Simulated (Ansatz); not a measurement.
Reaction (ligand exchange at a Ga–N bond): `[NH2][GaH][SiH3]` + `[SiH3]S` → `[SiH3][S][GaH][SiH3]` + NH₃

Isolated molecules relaxed with PBE0-D4/def2-TZVP in Ansatz; ΔE leaves out vibrations. CCSD(T)/CBS adds triple-zeta CCSD(T) − MP2 to the extrapolated MP2 energy (def2 sets, frozen cores). This one scheme is used for every species. Functionals use def2-TZVPP. For Ga outer-core shells are correlated without core-valence functions, which leaves a few kJ/mol of doubt a bond. Scalar relativity is left out up to krypton. Each species was taken in one conformer, which may not be the lowest.

CCSD(T)/CBS gives -13.8 kcal/mol.

(1) Another level gave -12.2 kcal/mol. Which?
A. CAM-B3LYP-D4/def2-TZVPP
B. SCS-MP2/def2-TZVPP
C. revPBE-D4/def2-TZVPP
D. CAM-B3LYP/def2-TZVPP

(2) What do rigid-rotor, harmonic-oscillator terms from PBE0-D4/def2-TZVP frequencies (298.15 K, 1 bar) make of the CCSD(T)/CBS value? (Best estimate.)

Largest T1 diagnostic among the species: 0.015.

Results:

(1) A. CAM-B3LYP-D4 -12.2, SCS-MP2/def2-TZVPP -13.2, revPBE-D4 -14.8, CAM-B3LYP -11.0 kcal/mol.

(2) Computed: ΔZPE = +1.4 kcal/mol, ΔH = -11.7 kcal/mol, ΔS = -6 J/(mol·K), ΔG = -11.2 kcal/mol. Modes under 50 cm⁻¹ make the entropy rough.

The D4 term adds −1.9 kcal/mol with B3LYP and −1.1 kcal/mol with PBE0; it sums over pairs of atoms, weighted by their polarisabilities, and B3LYP, whose exchange is more repulsive, gets the larger term. Leaving LDA and LC-ωPBE aside and taking each functional with its dispersion term where it has one, the values, not all of them listed here, spread over 3.2 kcal/mol, from HSE06-D4 to CAM-B3LYP-D4. LDA lies +1.1 kcal/mol from PBE without D4. From BLYP to BHLYP (50 % exact exchange), in def2-TZVPP and without D4, ΔE moves by −1.4 kcal/mol.

B3LYP here is the variant with VWN-RPA as its local correlation; programs differ in this.
